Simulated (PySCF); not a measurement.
Species: C5H10OSi (charge +1 and doublet state).
Z-matrix (Å and degrees, GFN2-xTB geometry), rows numbered from 1:
```
C 
C   1  1.5384
C   2  1.4921  1  108.44
C   3  1.3533  2  124.49  1   109.73
C   4  1.4335  3  126.28  2   -17.52
Si  5  2.0610  4  103.89  3    47.28
O   2  1.4046  1  109.80  3   124.05
H   1  1.0855  2  110.45  3    60.42
H   1  1.0865  2  110.46  3   -60.76
H   1  1.0873  2  108.47  3   179.72
H   2  1.0986  1  108.69  3  -118.49
H   3  1.0804  2  114.64  1   -74.05
H   4  1.0869  3  116.96  2   158.61
H   5  1.0820  4  114.86  3   170.42
H   5  1.0861  4  114.47  3   -58.55
H   6  1.4558  5  104.90  4    73.24
H   6  1.4484  5  105.00  4  -155.74
```

The hyperfine couplings belong to this conformer and change with its torsions.

The species is `C[C@H]1[CH+][CH]C[SiH2]O1` [radical] (charge +1).

Method used: UKS B3LYP, pcH-1 on C H O Si, non-relativistic, mean-field spin-orbit, GIAO (PySCF 2.14.0). One conformer (not necessarily the lowest) at the GFN2-xTB geometry, without solvent, vibrations or thermal averaging. Couplings are sensitive to structure, and on GFN2-xTB geometries they can be far from those on DFT ones, by a factor of two or more for some ions and for spin on atoms past the first row. The SCF solution wasn't tested for stability.

**Question.** Predict the first-order ENDOR lines of H13, H15, H17, H11, H14, H12, H8/H9/H10 and H16 under fast tumbling at B = 1215.3 mT (Q band).

**Answer.** For S = 1/2 in fast tumbling each set of equivalent nuclei gives two lines, ν± = |νn ± a/2| to first order, with νn = g_N μN B/h and μN/h = 7.62259 MHz/T.

```tsv
nuclei	isotope	g_N	νn (MHz)	a_iso (MHz)	lower line (MHz)	upper line (MHz)
H13	1H	5.5857	51.74	54.80	24.35	79.14
H15	1H	5.5857	51.74	54.35	24.57	78.92
H17	1H	5.5857	51.74	43.60	29.94	73.54
H11	1H	5.5857	51.74	17.25	43.12	60.37
H14	1H	5.5857	51.74	-10.88	46.31	57.18
H12	1H	5.5857	51.74	-9.52	46.99	56.50
H8/H9/H10	1H	5.5857	51.74	9.29	47.10	56.39
H16	1H	5.5857	51.74	8.02	47.73	55.75
```

**Question.** Which pairs are centred on the nuclear Larmor frequency, and which on half the coupling?

**Answer.** Centred on νn, since |a| < 2νn: H13, H15, H17, H11, H14, H12, H8/H9/H10 and H16. No pair has |a| > 2νn.

**Question.** At what field would the lower line of H14 fall to zero frequency?

**Answer.** Where νn = |a|/2, that is B = 5.44 MHz/(5.5857 × 7.62259 MHz/T) = 128 mT, as far as first order holds there.

Means are taken over nuclei equivalent by connectivity, which assumes that they swap fast. The three 1H nuclei of mean +9.3 MHz run from -3.4 to 34.2 MHz in the frozen geometry.

Largest spin populations (Mulliken): C3 (+0.47), C5 (+0.23), C4 (+0.10) and Si6 (+0.09).

On AMD EPYC 9R45, one thread, no GPU (shared host), this took 44 s of wall time (grids of density and orbitals included) and 1.0 GiB of memory at its peak.

The SMILES draws the unpaired electron on C4; the largest computed Mulliken spin population is on C3 (0.47 against 0.10).
